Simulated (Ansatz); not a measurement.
Two isomers of CH6F2Si2: A = `C[Si](F)(F)[SiH3]`, B = `C[SiH2][SiH](F)F`.

Calculated with Ansatz (gas phase, PBE0-D4/def2-TZVP geometries, no zero-point term in ΔE). CCSD(T)/CBS adds triple-zeta CCSD(T) − MP2 to the extrapolated MP2 energy (def2 sets, frozen cores). Functionals use def2-TZVPP. B3LYP here is the variant with VWN-RPA as its local correlation; programs differ in this. One conformer a species, not always the lowest.

Problem. Which is lower in electronic energy at CCSD(T)/CBS, and by how much? (An estimate is asked.)

Solution. The calculation gave: A, by 3.9 kcal/mol.

Problem. Give E(B) − E(A) in kcal/mol with LDA (SPW92), B3LYP-D4, r2SCAN-D4, B3LYP, CCSD/def2-TZVPP, PBE0-D4, BLYP-D4. (Best estimate.)

Solution. Ansatz gave: LDA (SPW92) 4.9, B3LYP-D4 4.0, r2SCAN-D4 4.5, B3LYP 3.8, CCSD/def2-TZVPP 4.0, PBE0-D4 4.2, BLYP-D4 4.0. None reverses the order clearly.

Problem. Does the order hold for the free energy at 298.15 K (harmonic terms from PBE0-D4)? (Estimate.)

Solution. Ansatz gave: Yes: G(B) − G(A) = +4.3 kcal/mol, for one conformer each. Modes under 60 cm⁻¹, often nearly free rotors, make the harmonic entropy too high.

Largest T1 diagnostic: 0.012.

Leaving LDA and LC-ωPBE aside and taking each functional with its dispersion term where it has one, the values, not all of them listed here, spread over 1.0 kcal/mol, from B2PLYP to B97M-V. LDA lies +0.9 kcal/mol from PBE without D4.
